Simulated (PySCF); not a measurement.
Species: C2H7GeNO.
Structure used (PBE0-D3(BJ)/def2-SVP), in Å, numbered top down from 1:
```
atom  x, y, z in Å
C1    -1.642    0.308    0.747
C2    -0.915   -0.864    0.150
O3    -1.450   -1.917   -0.099
Ge4    1.053   -0.675   -0.212
N5     1.459    1.120   -0.310
H6    -1.266    0.477    1.770
H7    -1.414    1.228    0.187
H8    -2.723    0.112    0.776
H9     1.847   -1.238    0.981
H10    1.375   -1.480   -1.490
H11    1.321    1.543   -1.225
H12    2.394    1.359    0.011
```

Method used: PySCF, PBE0-D3(BJ)/def2-SVP geometry optimisation, gas phase.

Masses are those of the commonest isotopes; rigid-rotor values at the optimised geometry. The values belong to one conformer with, in the numbering `[CH3:1][C:2](=[O:3])[GeH2:4][NH2:5]`, C1–C2–Ge4–N5 -21°, C2–Ge4–N5–H -86° and 148°.

What are A, B and C (cm⁻¹)?

Ia = 93.03, Ib = 225.34, Ic = 301.23 u·Å²; 505379 MHz·u·Å²/I gives 5432, 2243 and 1678 MHz, that is A = 0.18120, B = 0.07481, C = 0.05596 cm⁻¹.

Classify the top.

An asymmetric top: κ = (2 × 2243 − 5432 − 1678)/(5432 − 1678) = -0.70.

Is it planar, by Δ = Ic − Ia − Ib?

Not planar: Δ = Ic − Ia − Ib = -17.14 u·Å². For a rigid frame Δ = −2 Σ m c², so Σ m c² = 8.57 u·Å² lies off the ab plane: 6.38 from hydrogen and 2.19 from heavier atoms. The atom farthest from that plane is 1.49 Å away.

Give the other two planar moments, Paa and Pbb, and the rms extents of the mass along the axes.

Paa = Σ m a² = (Ib + Ic − Ia)/2 = 216.77 and Pbb = Σ m b² = (Ia + Ic − Ib)/2 = 84.46 u·Å². With the mass M = 134.97 u, the rms extents √(P/M) along a, b and c are 1.27, 0.79, 0.25 Å.

Where do the levels up to J = 4 lie, in cm⁻¹?

Above 0(0,0):
J = 1: 1(0,1) 0.1308, 1(1,1) 0.2372, 1(1,0) 0.2560
J = 2: 2(0,2) 0.3900, 2(1,2) 0.4799, 2(1,1) 0.5364, 2(2,1) 0.8556, 2(2,0) 0.8579
J = 3: 3(0,3) 0.7734, 3(1,3) 0.8426, 3(1,2) 0.9555, 3(2,2) 1.2479, 3(2,1) 1.2591, 3(3,1) 1.8283, 3(3,0) 1.8285
J = 4: 4(0,4) 1.2754, 4(1,4) 1.3239, 4(1,3) 1.5111, 4(2,3) 1.7692, 4(2,2) 1.8015, 4(3,2) 2.3555, 4(3,1) 2.3567, 4(4,1) 3.1626, 4(4,0) 3.1626

Which lines would a microwave search look for?

The dipole components are |μa| = 2.36 D, |μb| = 1.92 D, |μc| = 0.11 D. Intensities carry the squares of the components, which stand as 1.00 : 0.66 : 0.00 (a : b : c). Some lines, for components of 0.1 D or more:

```
type  branch         J(Ka,Kc)    MHz  lower level (cm⁻¹)
   a       Q  3(2,1) ← 3(2,2)    337               1.248
   a       Q  1(1,0) ← 1(1,1)    565               0.237
   b       Q  1(1,0) ← 1(0,1)   3755               0.131
   a       R  1(0,1) ← 0(0,0)   3920               0.000
   a       R  2(1,2) ← 1(1,1)   7276               0.237
   a       R  2(0,2) ← 1(0,1)   7772               0.131
   c       Q  3(2,2) ← 3(1,2)   8767               0.955
   b       R  3(0,3) ← 2(1,2)   8800               0.480
   b       Q  3(2,1) ← 3(1,2)   9104               0.955
   b       Q  2(2,0) ← 2(1,1)   9637               0.536
   a       R  3(2,2) ← 2(2,1)  11761               0.856
   a       R  3(2,1) ← 2(2,0)  12029               0.858
   c       R  2(1,1) ← 1(0,1)  12161               0.131
   b       R  3(1,3) ← 2(0,2)  13567               0.390
   b       Q  3(3,1) ← 3(2,2)  17401               1.248
   b       R  2(2,1) ← 1(1,0)  17975               0.256
   c       R  2(2,0) ← 1(1,0)  18043               0.256
   c       R  2(2,1) ← 1(1,1)  18540               0.237
   b       R  2(2,0) ← 1(1,1)  18608               0.237
   b       R  3(2,2) ← 2(1,1)  21330               0.536
   c       R  3(2,2) ← 2(1,2)  23025               0.480
   b       R  3(3,1) ← 2(2,0)  29094               0.858
   c       R  3(3,0) ← 2(2,0)  29099               0.858
   c       R  3(3,1) ← 2(2,1)  29162               0.856
   b       R  3(3,0) ← 2(2,1)  29168               0.856
```

Estimate the classical rotational partition function at 25 K, 200 K and 500 K.

Point group C1, symmetry number σ = 1; q = (√π/σ)·√((kT/h)³/(ABC)), k/h = 20836.6 MHz/K: 4660 at 25 K, 105000 at 200 K, 417000 at 500 K.

No PBE0-D3(BJ)/def2-SVP frequencies stand behind this structure, so it isn't proved a minimum. No vibrational averaging or centrifugal distortion is included, and the geometry carries the error of its method. A rigid rotor knows nothing of inversion at nitrogen or internal rotation, which can split or shift real lines. Quadrupole hyperfine structure (14N) is left out.
